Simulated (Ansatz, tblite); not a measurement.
Removing an electron: GeHBr₃. Charge 0, multiplicity 1. Geometry: r2SCAN-D4/def2-SVP. Ansatz, gas phase; energy differences of separate SCF runs; the oxidised species was run as a doublet alone.

Cartesian coordinates in Å:
```
Ge 0.073 0.039 0.136
H 0.776 0.419 1.438
Br -0.407 1.935 -1.065
Br -1.879 -1.072 0.604
Br 1.436 -1.320 -1.113
```

The xTB rows come from tblite.

```
              level  −HOMO (eV)  vertical IE (eV)  −LUMO (eV)  HOMO–LUMO gap (eV)
           GFN1-xTB       11.90             15.14        6.78                5.11
           GFN2-xTB       12.40             15.20        7.69                4.71
   PBE-D4/def2-TZVP        7.33              9.97        3.02                4.30
r2SCAN-D4/def2-TZVP        7.68             10.27        2.85                4.83
  PBE0-D4/def2-TZVP        8.62             10.49        2.15                6.47
```

Relaxing the oxidised species (r2SCAN-D4/def2-SVP) changes its energy by -0.05 eV at PBE-D4/def2-TZVP, so the adiabatic ionisation energy to this nearest minimum is 9.92 eV. At PBE0-D4/def2-TZVP it is 10.43 eV.   Raw xTB energy differences between charge states are shifted by several eV; the methods need an empirical correction for them.
